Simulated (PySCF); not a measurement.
2-methylidenethietane (C4H6S), SMILES C=C1CCS1.

Coordinates come from a B3LYP-D3(BJ)/def2-SVP optimisation.

Calculation: r2SCAN/def2-TZVP run with PySCF.

The molecule is in vacuum.

Computed frontier levels, gap, dipole moment and polarisability:
highest occupied level: -5.23 eV
lowest empty level: -0.91 eV
orbital gap: 4.31 eV
dipole moment: 1.94 D
quadrupole, principal values (traceless, Buckingham form, about the centre of nuclear charge): -3.37, -0.73, 4.10 D·Å
mean static polarisability: 66.3 bohr³ (9.82 Å³)
polarisability, principal values: 45.0, 66.4, 87.4 bohr³
